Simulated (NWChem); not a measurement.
Molecule: BHOF$_{2}$; SMILES OB(F)F

```xyz
5

B     -0.0064    -0.0228     0.0000
F      1.2140     0.4986     0.0000
F     -0.1245    -1.3347     0.0000
O     -1.1080     0.7441     0.0000
H     -0.9098     1.6859     0.0000
```
Atoms are numbered in this order, from 1.

Program: NWChem. Pople sets run with spherical d functions. The geometry was optimised at PBE0/def2-SVP. LC-ωPBE (HJS hole) with 6-31G*; x = 1 − exp(−ω/0.25 bohr⁻¹) is a scale chosen for this fit.

```csv
row,x,−ε(HOMO) (eV)
ω = 0.05,0.181,9.07
ω = 0.25,0.632,11.75
ω = 0.40,0.798,13.18
ω = 0.60,0.909,withheld
```

Question: Fit a straight line of the last column on the one before it, predict the withheld value, and compare with the run.

Answer: 
1. Means of the 3 shown rows: x = 0.5370, y = 11.333. Slope Σ(x − x̄)(y − ȳ)/Σ(x − x̄)² = 1.327/0.2039 = 6.510; intercept 7.837.
2. The shown rows scatter about the line by 0.148 (root mean square); the largest residual is -0.20, at ω = 0.25.
3. At x = 0.909 (ω = 0.60; beyond the shown range) the line gives 13.75.
4. The run gives 14.45, +0.70 from the line, 4.7 times the scatter.
